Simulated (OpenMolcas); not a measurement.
Exact exchange and the electronic atomisation energy of InNH4

The species is InNH4 (6 atoms), meant as a singlet with charge 0. SMILES: `[NH2][InH2]`. The coordinates come from a PBE0-D4/def2-TZVP relaxation.

The electronic atomisation energy y, in eV, basis def2-SVP with a core potential; a is the functional's share of exact exchange. Programs: OpenMolcas 26.06.

| functional | program | a | y (eV) |
| --- | --- | --- | --- |
| BLYP | OpenMolcas | 0 | 15.23 |
| r2SCAN | OpenMolcas | 0 | 15.33 |
| B3LYP | OpenMolcas | 0.2 | ? |
| PBE0 | OpenMolcas | 0.25 | 15.20 |
| BHLYP | OpenMolcas | 0.5 | 14.88 |

Task: Fit y = c + s·a to the known rows and predict B3LYP.

Result: 
1. Means of the 4 rows: a = 0.1875, y = 15.160.
2. Σ(Δa)² = 0.17188, Σ(Δa·Δy) = -0.13, so the slope is -0.13/0.17188 = -0.75634.
3. Intercept: 15.160 − (-0.75634) × 0.1875 = 15.302. The largest residual of the fit is 0.087.
4. B3LYP: 15.302 + (-0.75634) × 0.2 = 15.15 eV.

The run gave 15.31 eV, so the prediction is off by -0.16 eV, more than the scatter of the fit. The rows mix families of semi-local functionals, which the line can't see. Spin-orbit coupling is left out.
